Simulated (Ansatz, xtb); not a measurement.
**Relative energy of two structures of GaHOSb−**

Structure X is a singlet given by its coordinates and structure Y is a singlet given by its coordinates. Both are isolated ions in the gas phase, relaxed with r2SCAN-D4/def2-SVPD.

X (Å):

```xyz
4

Ga    0.5393    0.2223   -0.0999
O     0.8271    2.0174   -0.4212
Sb    0.1622   -2.0716    0.3006
H     0.2617    2.3223   -1.1410
```

Close contacts (Å): Ga1–O2 1.85, Ga1–Sb3 2.36, O2–H4 0.96.

Y (Å):

```yaml
atoms:
  - { symbol: Ga, position_ang: [-1.6630, -1.6799, -1.1777] }
  - { symbol: O, position_ang: [-2.6696, -2.2432, -2.4161] }
  - { symbol: Sb, position_ang: [-0.2104, -0.7674, 0.6428] }
  - { symbol: H, position_ang: [0.4365, -2.3672, 0.7793] }
```

Close contacts (Å): Ga1–O2 1.69, Ga1–Sb3 2.50, Sb3–H4 1.73.

Task: Estimate which is lower in electronic energy at CCSD(T)/def2-SVPD + ΔMP2/def2-TZVPPD, and by roughly how much.

Result: The CCSD(T)/def2-SVPD + ΔMP2/def2-TZVPPD calculation puts structure X lower, by 0.528 eV.

The same difference at several levels:

| level | geometry | E(Y) − E(X) (eV) | departure from the last row (eV) | job, with rough time for the two |
| --- | --- | --- | --- | --- |
| GFN2-xTB | GFN2-xTB | +0.134 | −0.393 | optimisation, 0.53 s |
| HF/STO-3G | GFN2-xTB | −1.074 | −1.601 | single point, 4.3 s |
| r2SCAN-D4/def2-SVPD//GFN2-xTB | GFN2-xTB | +0.305 | −0.223 | single point, 13 s |
| r2SCAN-D4/def2-SVPD | r2SCAN-D4/def2-SVPD | +0.499 | −0.029 | optimisation, 2.3 min |
| HF/def2-SVPD | r2SCAN-D4/def2-SVPD | +0.905 | +0.377 | part of the CCSD(T) run |
| MP2/def2-SVPD | r2SCAN-D4/def2-SVPD | +0.447 | −0.081 | part of the CCSD(T) run |
| CCSD(T)/def2-SVPD | r2SCAN-D4/def2-SVPD | +0.520 | −0.008 | single point |
| CCSD(T)/def2-SVPD + ΔMP2/def2-TZVPPD | r2SCAN-D4/def2-SVPD | +0.528 |  | single point, 2.1 min |

HF/STO-3G puts the two in the other order. The largest departure from CCSD(T)/def2-SVPD + ΔMP2/def2-TZVPPD is that of HF/STO-3G, 1.601 eV. The last row adds to CCSD(T) the change of the MP2 difference between the two basis sets, here +0.008 eV.

With harmonic frequencies from r2SCAN-D4/def2-SVPD (ideal gas, rigid rotor, one conformer each, 298.15 K, 1 atm): on the last row, ΔE + ΔZPE = +0.404, ΔH = +0.405, ΔG = +0.390 eV.

The T1 diagnostic of structure Y is large, so the coupled-cluster value is less sure. The correlated steps freeze 14 core orbitals; the filled d shell of Ga and Sb is correlated, in a basis made for valence electrons. Atoms past krypton carry core potentials in the def2 sets, other sets are all-electron and non-relativistic, and no spin–orbit term is included. Mirror images aren't counted in ΔG. Programs: Ansatz 0.2.0, xtb 6.7.1; the last row on 1 thread of AMD EPYC (Zen 3) on a shared host.
